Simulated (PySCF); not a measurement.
Compound: trichlorofluorosilane, Cl₃FSi.
Bonds: F1–Si2, Si2–Cl3, Si2–Cl4, Si2–Cl5.

Level of theory: PBE0-D3(BJ)/def2-SVP geometry optimisation, gas phase in PySCF.

Task: List the bond lengths and angles at this level.

Result: 
```json
{"bond": "F1–Si2", "length (bohr)": "3.028"}
{"bond": "Si2–Cl3, Si2–Cl4, Si2–Cl5", "length (bohr)": "3.829"}
```

Bonds in one row agree within 0.02 bohr and their mean is given. A selection of angles:
```json
{"angle": "F1–Si2–Cl3", "degrees": "108.3"}
{"angle": "Cl3–Si2–Cl4", "degrees": "110.6"}
{"angle": "Cl3–Si2–Cl5", "degrees": "110.4"}
```

All 3 Cl–Si bonds measure 2.026 to 2.027 Å. Si2 (fluorine-bound silicon) is tetrahedral (angles from 108.3° to 110.7°).

Point group: C3v (every atom within 0.08 Å of its image). No PBE0-D3(BJ)/def2-SVP frequencies stand behind this structure, so it isn't proved a minimum.

The run took 26 s on one thread of an Arm Neoverse V1, shared host with 32 logical CPUs at a one-minute load of 21, and the process peaked at 0.37 GiB of memory. That covers the optimisation of the geometry.
